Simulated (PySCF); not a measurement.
These are ωB97X-D3(BJ)/def2-TZVP // PBE0-D3(BJ)/def2-TZVP (PySCF) values and carry that method's errors. Isolated molecules, 0 K electronic values unless said otherwise. 

Reference species (SMILES): `[SnH3]` (neutral, multiplicity 2).

```yaml
dipole_moment: 0.33 D
```

Changed species: `[F][Sn]([F])[F]` (radical fragment; the reference has radical fragment).

**Question.** What does the change do to the dipole moment?

**Answer.** the dipole moment rises by 2.85 D, to 3.18 D.
